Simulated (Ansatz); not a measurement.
Consider the hydrogenolysis of a B–Se bond: `COB(C)[SeH]` + H₂ → `CBOC` + H₂Se.

Computed with Ansatz on PBE0-D4/def2-TZVP structures; ΔE is electronic, products minus reactants. CBS: MP2 limit from def2 TZ/QZ plus the TZ coupled-cluster correction, frozen cores. This one scheme is used for every species. For Se outer-core shells are correlated without core-valence functions, which leaves a few kJ/mol of doubt a bond. Scalar relativity is left out up to krypton. One conformer a species, not always the lowest.

```tsv
species	MP2/def2-TZVPP energy (Eh)
`COB(C)[SeH]`	-2580.31581
H₂	-1.16460
`CBOC`	-180.16669
H₂Se	-2401.29111
```

Work out ΔE.

ΔE = (-180.16669) + (-2401.29111) − (-2580.31581) − (-1.16460) = 0.02261 Eh = +0.62 eV. CCSD(T)/CBS gives +0.53 eV.

Largest T1 diagnostic among the species: 0.012.

In def2-TZVPP, CCSD(T) changes the Hartree–Fock value by +0.33 eV (the triples alone add +0.07 eV) and MP2 by +0.45 eV. The D4 term adds +0.15 eV with B3LYP and +0.08 eV with PBE0; it sums over pairs of atoms, weighted by their polarisabilities, and B3LYP, whose exchange is more repulsive, gets the larger term.

B3LYP here is the variant with VWN-RPA as its local correlation; programs differ in this.
